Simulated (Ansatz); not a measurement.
C₉H₂₀O₄ (`CCOC(OCC)(OCC)OCC`) at its PBE0-D4/def2-TZVP geometry, where that method's forces vanish. Total charge 0; spin multiplicity 1.

```xyz
33

C     1.6118   -3.2232    0.5258
C     1.2564   -1.9969   -0.2743
O     0.6133   -1.0813    0.6022
C     0.0001   -0.0001    0.0000
O     0.9438    0.6390   -0.7803
C     0.4758    1.7486   -1.5351
C     1.6799    2.4677   -2.0859
O    -0.5078    0.8070    0.9991
C     0.4226    1.2319    1.9860
C    -0.2421    2.3045    2.8094
O    -1.0488   -0.3650   -0.8213
C    -2.1542   -0.9839   -0.1771
C    -3.0503   -1.5488   -1.2487
H     0.7166   -3.6952    0.9360
H     2.1246   -3.9493   -0.1089
H     2.2734   -2.9653    1.3554
H     0.5831   -2.2466   -1.1010
H     2.1497   -1.5302   -0.6991
H    -0.1750    1.3950   -2.3398
H    -0.1158    2.4067   -0.8901
H     2.3198    2.8326   -1.2798
H     2.2717    1.8026   -2.7182
H     1.3633    3.3218   -2.6885
H     1.3260    1.6123    1.4976
H     0.7114    0.3794    2.6073
H    -1.1482    1.9221    3.2837
H    -0.5157    3.1604    2.1888
H     0.4359    2.6495    3.5932
H    -1.7935   -1.7724    0.4917
H    -2.6836   -0.2450    0.4310
H    -3.3966   -0.7594   -1.9190
H    -2.5233   -2.2970   -1.8446
H    -3.9243   -2.0218   -0.7956
```

What forces (eV/Å) does PBE-D4/def2-TZVPP give on these atoms in Ansatz? (An estimate is asked.)

Ansatz gave: 
```
C1   0.014 -0.031  0.004
C2   0.136 -0.202 -0.147
O3   0.113 -0.223  0.639
C4   0.000  0.000  0.000
O5   0.663 -0.084 -0.158
C6  -0.060  0.226 -0.161
C7   0.015  0.024 -0.018
O8  -0.613  0.248  0.183
C9   0.159  0.104  0.212
C10 -0.001  0.023  0.026
O11 -0.162  0.058 -0.664
C12 -0.235 -0.127  0.097
C13 -0.028 -0.016 -0.011
H14 -0.171 -0.103  0.085
H15  0.101 -0.148 -0.114
H16  0.134  0.038  0.167
H17 -0.139 -0.059 -0.199
H18  0.205  0.093 -0.113
H19 -0.158 -0.062 -0.187
H20 -0.144  0.154  0.133
H21  0.134  0.078  0.152
H22  0.125 -0.121 -0.130
H23 -0.050  0.168 -0.120
H24  0.215  0.081 -0.097
H25  0.084 -0.185  0.149
H26 -0.180 -0.065  0.102
H27 -0.057  0.176 -0.113
H28  0.123  0.074  0.157
H29  0.068 -0.176  0.163
H30 -0.131  0.154  0.151
H31 -0.078  0.148 -0.139
H32  0.094 -0.151 -0.123
H33 -0.174 -0.094  0.077
```
